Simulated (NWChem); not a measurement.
Species: selenium dioxide (SeO₂); SMILES O=[Se]=O

```xyz
3

O      1.3711     0.0000    -0.6039
Se     0.0000     0.0000     0.2658
O     -1.3711     0.0000    -0.6039
```
Atoms are numbered in this order, from 1.

All runs: NWChem. Structure relaxed at the B3LYP/6-31G* (spherical d) level. GIAO values for the isolated, static molecule; σ is the absolute isotropic shielding, δ = σ(reference) − σ with the isolated reference molecule computed at the same levels (17O: water). Spin-orbit effects, on the heavy nuclei and on their neighbours, are missing.

### Question
Predict the results for PBE/x2c-SVPall-s, scalar ZORA without spin-orbit coupling. Quantities: δ O1 (ppm); σ Se2 (ppm).

### Answer
δ O1 (ppm): 999.9
σ Se2 (ppm): -388.9
